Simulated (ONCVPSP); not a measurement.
## Which change was made? (Rh, ONCV)

Rh, optimised norm-conserving Vanderbilt (ONCV), made with ONCVPSP 4.0.1 (PBE, scalar-relativistic). Core [Ar] 3d10, reference 4s2 4p6 4d6 (charge +3). Waves: 4s: rc 1.35 bohr, ncon 4, nbas 8, qcut 10.1 1/bohr, 2 projectors, debl 2.4 Ha; 4p: rc 1.50 bohr, ncon 3, nbas 6, qcut 8.8 1/bohr, 3 projectors, debl 1 Ha; 4d: rc 1.20 bohr, ncon 4, nbas 8, qcut 6.8 1/bohr, 2 projectors, debl 1.1 Ha; f scattering state at 0.28 Ha: rc 1.50 bohr, ncon 4, nbas 7, qcut 7.8 1/bohr, 2 projectors, debl 1.4 Ha. Local part: polynomial inside 1.05 bohr (lpopt 3, dvloc0 -1 Ha). Core correction: none.

In the s channel the program set the typed energies aside and used -4.356, 0.250 Ha. In the p channel the program set the typed energies aside and used -3.163, 0.250, 1.250 Ha. In the d channel the program set the typed energies aside and used -1.452, 0.250 Ha.

Cutoffs, loose and tight: the cutoffs (Ha) at which the residual kinetic energy of the hardest occupied pseudo-wave falls to 1 and 0.1 mHa per electron. They do not see the model core or the augmentation charge, which bear on the density cutoff. Test errors are all-electron minus pseudo excitation energies from the reference, over the configurations 4s2 4p6 4d8 5s1; 4s2 4p6 4d8; 4s2 4p6 4d7; 4s2 4p6 4d7 5s2; variants that change the core or the reference have their own tests.

The base gives: outcome: generated, projector energies reset by the program; cutoff, loose: 47 Ha; cutoff, tight: 148 Ha; bound ghosts: none; GHOST(+) flags above zero: s; largest test error (meV): +7.8.

(1) After one change the result is: outcome: generated, projector energies reset by the program; cutoff, loose: 145 Ha; cutoff, tight: 169 Ha; bound ghosts: d; GHOST(+) flags above zero: s; largest test error (meV): +7.8. Which change was it?
A. d: qcut 6
B. d: qcut 4.8
C. d: qcut 10

Results:

(1) B. The others give: d: qcut 10 → outcome: generated, projector energies reset by the program; cutoff, loose: 35 Ha; cutoff, tight: 40 Ha; bound ghosts: none; GHOST(+) flags above zero: s; largest test error (meV): +7.8 | d: qcut 6 → outcome: generated, projector energies reset by the program; cutoff, loose: 122 Ha; cutoff, tight: 160 Ha; bound ghosts: none; GHOST(+) flags above zero: s; largest test error (meV): +7.8.
